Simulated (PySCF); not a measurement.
BrH3O3Sn. Atoms are numbered in the order given.

```xyz
8

O      0.3188    -1.7941    -1.3437
Sn    -0.4498    -0.3686    -0.2258
O     -1.4594    -1.2100     1.2388
O     -1.7093     0.6682    -1.3260
Br     1.3506     1.1072     0.6780
H      0.9157    -1.4276    -2.0135
H     -0.8642    -1.6512     1.8636
H     -2.0336     1.4449    -0.8456
```

The structure is a stationary point at r2SCAN-D4/def2-SVP. The structure was generated by enumeration; whether it is a known compound was not checked. The def2 effective core potentials stand for the cores of Sn; spin–orbit coupling is left out. The values are those of a single conformer.

Vertical ionisation energy (IE) and electron affinity (EA) in eV. Rows of orbital energies are one-electron estimates. Where ΔSCF, EOM or ADC give a negative EA the extra electron is unbound and the value depends on the basis.

```
level                                              IE          EA
-----------------------------------------  ----------  ----------
−ε(HOMO), −ε(LUMO), HF/def2-TZVP (PySCF)   (withheld)  (withheld)
−ε(HOMO), −ε(LUMO), PBE/def2-TZVP (PySCF)        7.48        3.36
```

Q: Fill in the missing entries. (The exact figures need the calculation; the answer reports its results.)

A: 
- −ε(HOMO), −ε(LUMO), HF/def2-TZVP (PySCF), IE: 12.05
- −ε(HOMO), −ε(LUMO), HF/def2-TZVP (PySCF), EA: -1.20
